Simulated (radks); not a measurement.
The nuclear charge of the carbon ion C2+ is varied continuously with 4 electrons held in [He] 2s2. All-electron calculation, scalar-relativistic Kohn-Sham, PBE, spin-polarised, spherical densities, point nucleus. Program: a radial shooting solver on a logarithmic mesh with Libxc functionals. By the Hellmann-Feynman theorem dE/dZ = E(electron-nucleus)/Z, the electronic potential at the nucleus. The scalar-relativistic energy here is not variational (the density holds large components alone), so the two differ by a part that grows with Z.

| Z | E (hartree) | E(electron-nucleus)/Z (hartree) | HOMO | e(HOMO) (eV) | <r> HOMO (bohr) |
|---|---|---|---|---|---|
| 5 | -24.30114 | -10.9226 | 2s | -19.511 | 1.779 |
| 5.2 | -26.53588 | -11.4242 | 2s | -23.132 | 1.676 |
| 5.4 | -28.87093 | -11.9257 | 2s | -27.030 | 1.584 |
| 5.6 | -31.30629 | -12.4272 | 2s | -31.204 | 1.502 |
| 5.8 | -33.84196 | -12.9287 | 2s | -35.654 | 1.428 |
| 6 | -36.47795 | -13.4303 | 2s | -40.379 | 1.361 |
| 6.2 | -39.21427 | -13.9319 | 2s | -45.379 | 1.301 |
| 6.4 | -42.05091 | -14.4335 | 2s | -50.654 | 1.245 |
| 6.6 | -44.98791 | -14.9352 | 2s | -56.203 | 1.195 |
| 6.8 | -48.02526 | -15.4370 | 2s | -62.027 | 1.148 |
| 7 | -51.16299 | -15.9388 | 2s | -68.125 | 1.105 |

The central difference of E at Z = 6 is -13.431 hartree, to compare with the third column; the second derivative is -2.51 hartree.
